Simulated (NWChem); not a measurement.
System: C4H8; SMILES C=CCC

Here is an NWChem input.

```
start job
memory heap 200 mb stack 900 mb global 1100 mb
geometry units angstroms
  C      0.047291     1.864571    -0.275826
  C      0.196102     0.721484     0.395690
  C     -0.574644    -0.538954     0.153948
  C      0.316020    -1.723280    -0.210069
  H     -0.689736     1.962364    -1.080188
  H      0.651865     2.746154    -0.046652
  H      0.952397     0.674208     1.191484
  H     -1.144756    -0.788168     1.067671
  H     -1.320433    -0.366463    -0.639684
  H      0.880240    -1.525965    -1.134634
  H     -0.277738    -2.637219    -0.364104
  H      1.049002    -1.933931     0.585194
end
basis spherical
  * library 3-21g
end
dft
  xc hfexch
  iterations 150
end
driver
  maxiter 120
end
task dft optimize
task dft freq
```

The level has its own optimisation; frequencies are unscaled. Brackets give each atom's bonded neighbours.

Q: What results follow from this input? (Hartree-Fock/3-21G.) Quantities: r C–C [C(CCH)–C(CHH)] (Å); r C–H [C(CHH)–H(C)] (Å); r C–C [C(CCH)–C(CCHH)] (Å); r C–H [C(CCH)–H(C)] (Å); highest harmonic frequency (cm⁻¹); lowest (cm⁻¹); zero-point energy (kcal/mol); dipole (D).

A: 
```json
{
  "r C–C [C(CCH)–C(CHH)] (Å)": "1.316",
  "r C–H [C(CHH)–H(C)] (Å)": "1.074",
  "r C–C [C(CCH)–C(CCHH)] (Å)": "1.509",
  "r C–H [C(CCH)–H(C)] (Å)": "1.077",
  "highest harmonic frequency (cm⁻¹)": "3385",
  "lowest (cm⁻¹)": "106",
  "zero-point energy (kcal/mol)": "73.2",
  "dipole (D)": "0.30"
}
```
